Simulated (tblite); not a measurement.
C8H14OSi.
SMILES with atom numbers: `[CH2:1]=[CH:2][CH2:3][C@@H:4]1[CH2:5][C@@H:6]([CH:7]=[O:8])[CH2:9][SiH2:10]1` (hydrogens: H11, H12 on C1; H13 on C2; H14, H15 on C3; H16 on C4; H17, H18 on C5; H19 on C6; H20 on C7; H21, H22 on C9; H23, H24 on Si10)

Computed geometry: GFN2-xTB, gas phase.

Task: List the bond lengths, angles and torsions at this level.

Result: 
| bond | length (Å) | order |
| --- | --- | --- |
| C1=C2 | 1.319 | double |
| C2–C3 | 1.493 | single |
| C3–C4 | 1.531 | single |
| C4–C5 | 1.532 | single |
| C5–C6 | 1.543 | single |
| C6–C7 | 1.495 | single |
| C7=O8 | 1.201 | double |
| C6–C9 | 1.526 | single |
| C9–Si10 | 1.905 | single |
| C4–Si10 | 1.918 | single |
| C1–H11 | 1.078 | single |
| C1–H12 | 1.077 | single |
| C2–H13 | 1.083 | single |
| C3–H14 | 1.094 | single |
| C3–H15 | 1.095 | single |
| C4–H16 | 1.093 | single |
| C5–H17 | 1.093 | single |
| C5–H18 | 1.093 | single |
| C6–H19 | 1.094 | single |
| C7–H20 | 1.108 | single |
| C9–H21 | 1.087 | single |
| C9–H22 | 1.089 | single |
| Si10–H23 | 1.455 | single |
| Si10–H24 | 1.473 | single |

Orders are formal, as drawn. A selection of angles:
| angle | degrees |
| --- | --- |
| C1–C2–C3 | 124.8 |
| C2–C3–C4 | 110.9 |
| C3–C4–C5 | 111.2 |
| C3–C4–Si10 | 115.4 |
| C5–C4–Si10 | 104.3 |
| C4–C5–C6 | 108.9 |
| C5–C6–C7 | 105.9 |
| C5–C6–C9 | 107.2 |
| C7–C6–C9 | 109.4 |
| C6–C7–O8 | 123.6 |
| C6–C9–Si10 | 103.4 |
| C4–Si10–C9 | 93.9 |

Dihedral angles: C1–C2–C3–C4 120° (anticlinal); C2–C3–C4–C5 -175° (antiperiplanar); C3–C4–C5–C6 -158° (antiperiplanar); C4–C5–C6–C7 -65° (synclinal); C5–C6–C7–O8 88° (synclinal); C5–C6–C9–Si10 -43° (synclinal); C6–C9–Si10–C4 20° (synperiplanar); C3–C4–Si10–C9 129° (anticlinal).

Si10 (SiH2 silicon) has angles from 93.9° to 117.3°. The 5-membered ring C4–C5–C6–C9–Si10 has internal angles of 93.9° to 108.9° (sum 518°, against 540° for a flat polygon); it is puckered, 0.20 Å rms from its mean plane, widest ring torsion 52°. Of the pairs four or more bonds apart, O8···Si10 is among the closest relative to their van der Waals radii: 2.86 Å, 79 % of the sum of Bondi's values. The C–C distances run from 1.319 Å (C1=C2, drawn double) to 1.543 Å (C5–C6, drawn single), a spread of 0.224 Å.

Point group: C1 (no symmetry element, even within 0.4 Å). Its GFN2-xTB frequencies are all real (lowest 53 cm⁻¹). The numbers are those of one conformer. 3 starts were optimised and ended at 0.00, 1.86 and 2.68 kcal/mol (GFN2-xTB); the lowest of these is shown.
